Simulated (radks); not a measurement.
Pt62+, 16 electrons, occupied as [Ne] 3s2 3p4. All-electron calculation, non-relativistic Kohn-Sham, PBE, spin-polarised, spherical densities, point nucleus; open shells are filled with parallel spins first (spin-orbit coupling, left out, can overturn this in heavy ions); relativity is left out, which matters for an element this heavy. Program: a radial shooting solver on a logarithmic mesh with Libxc functionals.

Normalised radial functions P(r) = r R(r), r in bohr:

| r | 2p down |
|---|---|
| 0.001373 | 0.0178 |
| 0.001703 | 0.0271 |
| 0.002131 | 0.0417 |
| 0.002645 | 0.0630 |
| 0.003283 | 0.0947 |
| 0.004074 | 0.1414 |
| 0.005056 | 0.2097 |
| 0.006326 | 0.3124 |
| 0.007851 | 0.4537 |
| 0.009744 | 0.6496 |
| 0.01209 | 0.9142 |
| 0.01501 | 1.2591 |
| 0.01878 | 1.7065 |
| 0.0233 | 2.2128 |
| 0.02892 | 2.7558 |
| 0.0359 | 3.2656 |
| 0.04491 | 3.6500 |
| 0.05574 | 3.7620 |
| 0.06917 | 3.5317 |
| 0.08585 | 2.9553 |
| 0.1066 | 2.1462 |
| 0.1333 | 1.2804 |
| 0.1654 | 0.6244 |
| 0.2053 | 0.2329 |
| 0.2548 | 0.0623 |
| 0.3163 | 0.0110 |
| 0.3957 | 0.0011 |
| 0.4911 | 0.0001 |
| 0.6095 | 0.0000 |

2p down: eigenvalue -16136.2 eV, 0 radial nodes, <r> = 0.0683 bohr, 90 % of the charge inside 0.110 bohr.
